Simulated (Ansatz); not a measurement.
Cost and result for the atomization energy of C$_{2}$H$_{7}$AlClN (`C[N](C)[AlH][Cl]`) (12 atoms, 11 bonds).

Cartesian coordinates in Å:
```
C 1.0397 0.0553 -0.9308
N -0.0124 0.0041 0.0555
C -1.3082 -0.2571 -0.5265
Al 0.1967 0.2275 1.7909
Cl 2.1323 0.6028 2.5156
H 0.8557 0.8463 -1.6711
H 2.0039 0.2536 -0.4592
H 1.1197 -0.8932 -1.4798
H -2.0825 -0.2899 0.2448
H -1.3245 -1.2188 -1.0578
H -1.5892 0.5213 -1.2494
H -1.0311 0.1482 2.7678
```

Total charge 0; spin multiplicity 1. The geometry is a stationary point of PBE0-D4/def2-TZVP. It is one conformer, not always the lowest. Program: Ansatz. All runs use 4 threads of an Arm Neoverse V2 on a shared host. Times are those of one run each, without the atoms' runs, and a repeat can differ threefold. Electronic energies, without spin–orbit coupling; frozen cores. CCSD(T)/CBS adds CCSD(T) − MP2 in def2-TZVPP to the MP2 limit, and its time is that of the two runs behind it. T1 = 0.011. B3LYP takes the VWN-RPA correlation (the form of Gaussian; ORCA's B3LYP/G). HSE06 is the plane-wave form, built on full-range PBE exchange.

CCSD(T)/CBS is a level of theory with its own doubt, some kJ/mol a heavy atom from the limit and from the frozen cores, so smaller differences don't rank the functionals.

```tsv
level	functions	wall time	atomization (kJ/mol)	difference from CCSD(T)/CBS	per bond
LDA (SPW92)/def2-TZVPP	275	1.2 s	4867.3	563.6	51.2
revPBE-D4/def2-TZVPP	275	1.9 s	4266.5	-37.2	-3.4
BLYP-D4/def2-TZVPP	275	2.2 s	4283.3	-20.4	-1.9
PBE-D4/def2-TZVPP (with forces)	275	2.4 s	4361.0	57.3	5.2
HSE06-D4/def2-TZVPP	275	3.2 s	4307.0	3.3	0.3
CCSD(T)/def2-SVP	113	4.3 s	4084.1	-219.6	-20.0
B3LYP-D4/def2-TZVPP (with forces)	275	4.6 s	4302.4	-1.3	-0.1
r2SCANh-D4/def2-TZVPP	275	4.9 s	4285.4	-18.3	-1.7
ωB97X-V/def2-TZVPP	275	8 s	4317.8	14.1	1.3
ωB97M-V/def2-TZVPP (with forces)	275	11 s	4317.8	14.1	1.3
MP2/def2-QZVPP	521	21 s	4311.9	8.2	0.7
CCSD(T)/def2-TZVPP	275	2.5 min	4192.3	-111.4	-10.1
CCSD(T)/CBS(def2)	–	2.8 min	4303.7	0.0	0.0
```

In def2-TZVPP, CCSD(T) changes the Hartree–Fock value by +1020.9 kJ/mol (the triples alone add +57.1 kJ/mol) and MP2 by +1074.3 kJ/mol; breaking electron pairs costs correlation energy, which Hartree–Fock lacks. Leaving LDA and LC-ωPBE aside and taking each functional with its dispersion term where it has one, the values, not all of them listed here, spread over 158.5 kJ/mol, from BHLYP-D4 to PBE-D4. LDA lies +531.5 kJ/mol from PBE without D4, its usual overbinding. At CCSD(T), def2-SVP lies −219.6 kJ/mol from the extrapolated value and def2-TZVPP −111.4 kJ/mol: correlation converges slowly with the basis, and small sets miss more of it in the bonded molecule than in its fragments.
